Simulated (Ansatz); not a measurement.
Cost and result for the atomization energy of C2H9InO2 (`[CH3][In-]([CH3])([OH])[OH2+]`) (14 atoms, 13 bonds).

Cartesian coordinates in Å:
```
C -2.069 0.381 0.832
In -0.247 -0.148 -0.162
C 0.848 -1.911 -0.690
O 0.473 1.433 -1.309
O 1.457 1.070 1.008
H -1.877 1.235 1.483
H -2.827 0.663 0.100
H -2.455 -0.443 1.433
H 0.226 -2.596 -1.267
H 1.194 -2.436 0.202
H 1.707 -1.624 -1.297
H -0.152 2.127 -1.520
H 1.379 1.555 0.138
H 2.341 0.695 1.048
```

The species carries charge 0 and has multiplicity 1. Correlated methods include outer-core shells of In, which these sets cover unevenly. In takes the def2 core potential. All single points use the PBE0-D4/def2-TZVP geometry. It is one conformer, not always the lowest. Program: Ansatz. All runs use 4 threads of an Arm Neoverse V1 on a shared host. Times are those of one run each, without the atoms' runs, and a repeat can differ threefold. Electronic energies, without spin–orbit coupling; frozen cores. CCSD(T)/CBS adds CCSD(T) − MP2 in def2-TZVPP to the MP2 limit, and its time is that of the two runs behind it. T1 = 0.013. With those shells the extrapolation isn't a true limit. B3LYP takes the VWN-RPA correlation (the form of Gaussian; ORCA's B3LYP/G).

CCSD(T)/CBS is a level of theory with its own doubt, some kJ/mol a heavy atom from the limit and from the frozen cores, so smaller differences don't rank the functionals.

```tsv
level	functions	wall time	atomization (kcal/mol)	difference from CCSD(T)/CBS	per bond
LDA (SPW92)/def2-TZVPP	300	2.1 s	1315.1	155.1	11.9
revPBE-D4/def2-TZVPP	300	3.5 s	1133.4	-26.6	-2.0
BLYP-D4/def2-TZVPP	300	3.7 s	1142.9	-17.1	-1.3
BHLYP-D4/def2-TZVPP	300	6 s	1110.7	-49.3	-3.8
CAM-B3LYP-D4/def2-TZVPP	300	6.5 s	1153.3	-6.7	-0.5
r2SCAN-D4/def2-TZVPP (with forces)	300	8 s	1151.3	-8.7	-0.7
B3LYP-D4/def2-TZVPP (with forces)	300	9 s	1144.7	-15.3	-1.2
B2PLYP/def2-TZVPP	300	11 s	1136.5	-23.5	-1.8
B97M-V/def2-TZVPP	300	16 s	1147.0	-13.0	-1.0
CCSD(T)/def2-SVP	127	25 s	1087.9	-72.1	-5.5
MP2/def2-QZVPP	580	47 s	1160.2	0.2	0.0
CCSD(T)/def2-TZVPP	300	28 min	1129.6	-30.4	-2.3
CCSD(T)/CBS(def2)	–	28 min	1160.0	0.0	0.0
```

From PBE to PBE0 (25 % exact exchange), in def2-TZVPP and without D4, the atomization energy moves by −20.4 kcal/mol: exact exchange takes away binding that semilocal exchange gives to molecules. Leaving LDA and LC-ωPBE aside and taking each functional with its dispersion term where it has one, the values, not all of them listed here, spread over 53.2 kcal/mol, from BHLYP-D4 to PBE-D4. LDA lies +156.8 kcal/mol from PBE without D4, its usual overbinding. At CCSD(T), def2-SVP lies −72.1 kcal/mol from the extrapolated value and def2-TZVPP −30.4 kcal/mol: correlation converges slowly with the basis, and small sets miss more of it in the bonded molecule than in its fragments.

Spin–orbit coupling would lower the free In atoms strongly, and the atomization energy with them, by more than many differences here.
